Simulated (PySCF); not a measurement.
SnCl3, SMILES [Cl][Sn-]([Cl])[Cl], charge -1. The structure is a stationary point at PBE-D3(BJ)/def2-SVPD. The isomer is the one that the SMILES or the coordinates give; other isomers of the formula were not compared. The def2 effective core potentials stand for the cores of Sn; spin–orbit coupling is left out.

Problem. Give the equilibrium geometry at PBE-D3(BJ)/def2-SVPD (PySCF confirms it by a frequency run) as Cartesian coordinates in Å, and its point group. (An estimate is asked for; the answer gives what the named calculation found.)

Solution. point group C3v.
```xyz
4

Sn     0.0000     0.0000     0.6192
Cl     1.9280     1.1131    -0.6070
Cl     0.0000    -2.2263    -0.6070
Cl    -1.9280     1.1131    -0.6070
```
Charge -1, spin multiplicity 1.
